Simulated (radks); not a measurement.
All-electron atom: neutral argon in [Ar].

Method: non-relativistic Kohn-Sham, PBE, spin-polarised, spherical densities, point nucleus; computed with a radial shooting solver on a logarithmic mesh with Libxc functionals.

Energy parts (eV):
total: -14349.819
kinetic: 14333.142
electron-nucleus: -34151.776
Hartree: 6303.819
exchange-correlation: -835.004

Orbitals (lengths in bohr, moments of r in powers of bohr; r(max) is where P^2 peaks; r(90%) holds 90 % of the orbital's charge):
orbital,occ.,eigenvalue (eV),<1/r>,r(90%),<r>,r(max)
1s,2,-3106.578,17.55,0.154,0.08620,0.05653
2s,2,-294.7258,3.524,0.650,0.4163,0.3406
2p,6,-229.7656,3.443,0.625,0.3774,0.2817
3s,2,-24.0609,0.9822,2.15,1.413,1.181
3p,6,-10.2862,0.8272,2.65,1.665,1.293

The highest occupied level is 3p at -10.286 eV. The density falls to 0.001 e/bohr^3 at r = 3.75 bohr. Virial ratio -V/T = 2.00116. Summed over all electrons, <r^2> = 26.23 bohr^2, which gives a Langevin (diamagnetic) susceptibility term of -20.8 x 10^-6 cm^3/mol. The electron density at the nucleus is 3846 e/bohr^3.
